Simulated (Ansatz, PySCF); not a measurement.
Reaction (SMILES): O=S(F)F + 3 [H][H] (H2) -> 2 F (HF) + O (H2O) + S (H2S)
Each molecule is optimised on its own at B3LYP-D3(BJ)/def2-TZVP (Ansatz, a quantum-chemistry and plane-wave program).

Quantity: energy of full hydrogenation (0 K, with B3LYP-D3(BJ) harmonic zero-point energies from PySCF), in kcal/mol. Cores are frozen in the correlated levels unless marked. No spin-orbit coupling. No relativistic terms. CBS(X,Y): correlation extrapolated as X^-3; Hartree-Fock from the larger set. [CCSD(T)-MP2]/basis is that difference in the basis named.

Level to compare with: RI-MP2/CBS(aug-cc-pV(T+d)Z,aug-cc-pV(Q+d)Z)+[CCSD(T)-MP2]/aug-cc-pV(T+d)Z (Ansatz), -54.3 kcal/mol. It is a level with limits of its own, and the differences hold the functionals' basis error too.

Rank these functionals by how close they come to RI-MP2/CBS(aug-cc-pV(T+d)Z,aug-cc-pV(Q+d)Z)+[CCSD(T)-MP2]/aug-cc-pV(T+d)Z, closest first: wB97M-V/def2-TZVPD (Ansatz); BP86/def2-TZVPD (PySCF); HSE06/def2-TZVPD (Ansatz).

HSE06/def2-TZVPD (screened hybrid, -51.4 kcal/mol, difference 2.9), wB97M-V/def2-TZVPD (range-separated hybrid meta-GGA with VV10, -48.5 kcal/mol, difference 5.8), BP86/def2-TZVPD (GGA, -40.6 kcal/mol, difference 13.7)
